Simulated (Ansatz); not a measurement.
Ansatz (an electronic-structure program) input:
A basis named .json is the Basis Set Exchange file of that set.

Ansatz 0.2 input:
```yaml
crystal:
  periodic: [false, false, false]
  atoms:
    - {symbol: B, position_ang: [0.03800094, -0.00450089, 0.01099810]}
    - {symbol: F, position_ang: [0.27201426, 1.29016309, -0.29557195]}
    - {symbol: N, position_ang: [1.13535548, -0.86934287, 0.40415874]}
    - {symbol: N, position_ang: [-1.27930326, -0.47689142, 0.00532023]}
    - {symbol: H, position_ang: [1.93671852, -0.82868518, -0.22748986]}
    - {symbol: H, position_ang: [-2.05374782, 0.07613502, -0.32015905]}
    - {symbol: H, position_ang: [-1.51346926, -1.41277317, 0.28645318]}
basis:
  gaussian:
    orbitals: cc-pVTZ
    fitting: {mean_field: def2-universal-jkfit, correlation: cc-pVTZ-RIFIT.json}
magnetization: {spin_polarized: true, initial_magnetization: 1}
correlation: {method: mp2, electrons: outside_noble_gas}
```

Question: Which total energy does the run end on?

Answer: -235.68335 Eh (RI-MP2/cc-pVTZ). The basis has 162 functions.

It need not be the lowest isomer of its formula.
